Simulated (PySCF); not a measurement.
Converging LiSb⁺ in the basis (PBE)

PySCF, UKS reference; quartet, unpaired electrons σ ↑, π ↑↑; De to Li⁺ + Sb without counterpoise correction.

| basis | relativity | functions | Re (Å) | ωe (cm⁻¹) | De (eV) | μ (D) |
| --- | --- | --- | --- | --- | --- | --- |
| def2-SVP | scalar-relativistic core potentials | 35 | 2.964 | 199 | 0.49 | -10.17 |
| cc-pVDZ/cc-pVDZ-PP | scalar-relativistic core potentials | 37 | 2.959 | 220 | 0.57 | -9.87 |
| aug-cc-pVDZ/aug-cc-pVDZ-PP | scalar-relativistic core potentials | 55 | 2.964 | 216 | 0.55 | -9.81 |

**Question.** How does each smaller set differ from the one with most functions, aug-cc-pVDZ/aug-cc-pVDZ-PP?

**Answer.** def2-SVP: +0.0 pm, -7.9 % in ωe, -0.06 eV in De; cc-pVDZ/cc-pVDZ-PP: -0.5 pm, +1.9 % in ωe, +0.02 eV in De. All at PBE; the set with most functions is neither the basis-set limit nor always the best.

A positive dipole points towards Sb; it is taken about the centre of mass and depends on that origin. Spin–orbit coupling is left out, which matters for elements this heavy, above all for dissociation energies. For an ion De counts to the pair picked by the measured ionisation energies or electron affinities, which need not be the lowest pair at this level. The state is the lowest determinant that a PBE0 search found; another state may lie lower at other levels.
